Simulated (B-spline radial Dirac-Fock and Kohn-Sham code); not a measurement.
**Kohn-Sham estimates against Dirac-Fock for the levels of Sm⁵⁷⁺**

System: samarium as Sm⁵⁷⁺, [He] 2s2 2p1.

The density-functional columns are spherical, spin-unpolarised Dirac-Kohn-Sham results without Breit or QED terms: −ε is minus the orbital energy of the initial state and ΔSCF the difference of two total energies. The reference in the last column comes from multi-electron Dirac-Fock with separately optimised hole states, Breit and Lamb-shift corrections added in first order. All numbers are from a radial finite-basis atomic code, in eV; a selection of levels is shown. The Kohn-Sham columns are given as differences from the reference. For the 1s level of heavy atoms much of the gap between ΔSCF and the reference is the Breit and QED part, -170.7 eV here; for other levels the error of the functional can be larger.

```tsv
level	LDA −ε − DF	LDA ΔSCF − DF	Dirac-Fock
K (1s)	-320.8	+183.1	52841.5
L1 (2s)	-92.9	+30.2	12734.8
L2,3 (2p)	-146.3	-3.8	12145.1
```

Values without a named source are computed, but for edge energies of neutral atoms, which are taken from tables.
